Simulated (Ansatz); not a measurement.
Gas-phase electronic energies from Ansatz, PBE0-D4/def2-TZVP geometries. CCSD(T)/CBS adds triple-zeta CCSD(T) − MP2 to the extrapolated MP2 energy (def2 sets, frozen cores). Functionals use def2-TZVPP. B3LYP here is the variant with VWN-RPA as its local correlation; programs differ in this. For Ge outer-core shells are correlated without core-valence functions, which leaves a few kJ/mol of doubt a bond. Scalar relativity is left out up to krypton. One conformer a species, not always the lowest.

Reaction (redistribution): `Cl[SiH2][SiH2][GeH3]` + `O[SiH2]S[Si](F)(Cl)Cl` → `F[Si](Cl)(Cl)S[SiH2]Cl` + `O[SiH2][SiH2][GeH3]`

**Question.** Is it downhill or uphill in electronic energy at CCSD(T)/CBS, and by how much? (An estimate is asked.)

**Answer.** Ansatz gave: Uphill: ΔE = +19.5 kJ/mol.

**Question.** What do these levels give: r2SCAN-D4, PBE0-D4, B3LYP-D4, B2PLYP, PBE, r2SCAN, B3LYP, HF/def2-TZVPP, MP2/def2-TZVPP, CCSD/def2-TZVPP, HF/CBS(def2), CCSD/CBS(def2)? (An estimate is asked.)

**Answer.** Ansatz gave: r2SCAN-D4 21.1, PBE0-D4 19.9, B3LYP-D4 19.1, B2PLYP 19.9, PBE 20.2, r2SCAN 21.2, B3LYP 19.9, HF/def2-TZVPP 19.8, MP2/def2-TZVPP 19.4, CCSD/def2-TZVPP 19.7, HF/CBS(def2) 19.7, CCSD/CBS(def2) 19.3 kJ/mol.

Largest T1 diagnostic among the species: 0.012.
